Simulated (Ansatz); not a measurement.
System: sum formula HSO₃, net charge 1, singlet state. It need not be the lowest isomer of its formula. 
Coordinates optimised at B3LYP-D3(BJ)/def2-TZVP (Ansatz, a quantum-chemistry and plane-wave program):
SMILES: O=S(=O)=[OH+]
```xyz
5

O     -0.6492    -1.2417    -0.0064
S      0.0694     0.1013     0.0010
O     -0.7450     1.2460    -0.0356
O      1.4597    -0.0583     0.0445
H     -1.6353    -1.1897    -0.0366
```
Charge +1, spin multiplicity 1.

Basis-set convergence of Hartree-Fock and CCSD correlation energies (hartree) with Ansatz. Correlated levels leave the core frozen unless marked. Spin-orbit coupling is left out. Non-relativistic.

| basis | functions | E(HF) | E(corr, CCSD) |
|---|---|---|---|
| cc-pV(D+d)Z | 70 | -622.27327 | -0.71006 |
| cc-pV(T+d)Z | 143 | ? | ? |

Task: What belongs in the gaps?

Result: 
- cc-pV(T+d)Z, E(HF): -622.40084
- cc-pV(T+d)Z, E(corr, CCSD): -0.88367
